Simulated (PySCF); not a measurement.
**Working out the ionisation energy of Mo**

Mo [Kr] 4d5 5s1 (7S) → Mo+ [Kr] 4d5 (6S). Computed with PySCF 2.14 in x2c-TZVPPall, with the spin-free X2C one-electron Hamiltonian (Gaussian nucleus). Frozen: [Ar] 3d10. Energies in hartree (1 hartree = 27.21139 eV):

```json
{"part": "UHF", "Mo (lower)": "-4046.193021", "Mo+ (upper)": "-4045.963138"}
{"part": "MP2 opposite-spin", "Mo (lower)": "-0.214403", "Mo+ (upper)": "-0.206928"}
{"part": "MP2 same-spin", "Mo (lower)": "-0.147459", "Mo+ (upper)": "-0.124184"}
```

Question: What does Hartree-Fock give?

Answer: (-4045.963138) − (-4046.193021) = 0.229883 hartree = 6.255 eV.

Question: What do MP2 and SCS-MP2 (6/5 opposite-spin, 1/3 same-spin) give?

Answer: The opposite-spin parts differ by 0.203 eV and the same-spin parts by 0.633 eV. MP2: 6.255 + (0.203) + (0.633) = 7.091 eV. SCS-MP2: 6.255 + 1.2 × (0.203) + (0.633)/3 = 6.710 eV.

Measured between the centres of the two terms (NIST): 7.092 eV, so MP2 (valence and next inner shell) is off by -0.001 eV.

What remains against the reference includes basis incompleteness, the frozen core and correlation beyond second order.
